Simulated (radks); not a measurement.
Problem. Ionisation ladder of thallium, from Tl LXVII to Tl LXXXI. Each ion is in the ground configuration listed by NIST, and IE = E(next ion) - E(this ion), with E = 0 for the bare nucleus. All-electron calculation, Dirac Kohn-Sham, relativistic LDA (MacDonald-Vosko exchange, VWN5 correlation), spin-unpolarised, spherical densities, finite nucleus; open shells fill j = l - 1/2 first; Fermi nuclear charge, rms radius 5.4759 fm. Program: a radial shooting solver on a logarithmic mesh with Libxc functionals.

species     configuration  IE, Delta-SCF (eV)  -e(HOMO) (eV)   HOMO
Tl LXVII     [Ne] 3s2 3p3              7561.7         7492.1  3p3/2
Tl LXVIII    [Ne] 3s2 3p2              8270.5         8194.9  3p1/2
Tl LXIX      [Ne] 3s2 3p1              8421.6         8346.1  3p1/2
Tl LXX           [Ne] 3s2                   ?         8671.7  3s1/2
Tl LXXI          [Ne] 3s1              8874.1         8808.9  3s1/2
Tl LXXII             [Ne]             19060.5        18873.8  2p3/2
Tl LXXIII    [He] 2s2 2p5             19435.3        19247.6  2p3/2
Tl LXXIV     [He] 2s2 2p4             19811.8        19623.3  2p3/2
Tl LXXV      [He] 2s2 2p3                   ?          20000  2p3/2
Tl LXXVI     [He] 2s2 2p2               22813          22594  2p1/2
Tl LXXVII    [He] 2s2 2p1                   ?          23033  2p1/2
Tl LXXVIII       [He] 2s2               23859          23686  2s1/2
Tl LXXIX         [He] 2s1                   ?          24030  2s1/2
Tl LXXX              [He]               96809          96014  1s1/2
Tl LXXXI              1s1               98348          97601  1s1/2

Estimate the withheld Delta-SCF values.

Solution. Tl LXX: 8740.6 eV (NIST 8730); Tl LXXV: 20189 eV (NIST 20210); Tl LXXVII: 23252 eV (NIST 23250); Tl LXXIX: 24188 eV (NIST 24234.1).

Beside tabulated values, note that spin-unpolarised runs miss the spin-polarisation part of the exchange energy of open shells.
